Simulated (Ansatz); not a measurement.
C3H5FZn (`C/C=[C](/F)[ZnH]`), relaxed with RKS PBE0-D4/def2-TZVP in the Gaussian-basis code of Ansatz from a PBE-D4/def2-SVP geometry. The force threshold is 0.005 eV/Å; the program also tests the step.

Charge 0, multiplicity 1.

Start:

```xyz
10

C     1.324   -0.267    0.044
C    -0.008   -0.915    0.272
C    -1.186   -0.272    0.115
F    -2.337   -0.970    0.354
Zn   -1.360    1.596   -0.438
H     1.907   -0.783   -0.750
H     1.217    0.797   -0.265
H     1.954   -0.283    0.959
H    -0.026   -1.975    0.586
H    -1.486    3.072   -0.877
```

Problem. By how much does the energy fall, and how many steps does the optimiser take? (Best estimate.)

Solution. The calculation gave: 4.15 kJ/mol, in 6 steps.

Problem. Which bonds change most? (An estimate is asked.)

Solution. Computed: C2–C3 from 1.351 to 1.329 Å; C1–H7 from 1.113 to 1.095 Å; C1–H8 from 1.112 to 1.094 Å; C1–H6 from 1.112 to 1.094 Å.

Problem. Give the relaxed structure. (Best estimate.)

Solution. Computed: 
```xyz
10

C     1.342   -0.287    0.049
C     0.000   -0.895    0.266
C    -1.144   -0.240    0.103
F    -2.297   -0.935    0.340
Zn   -1.395    1.608   -0.440
H     1.901   -0.822   -0.725
H     1.272    0.760   -0.260
H     1.947   -0.322    0.960
H    -0.039   -1.938    0.577
H    -1.588    3.071   -0.870
```
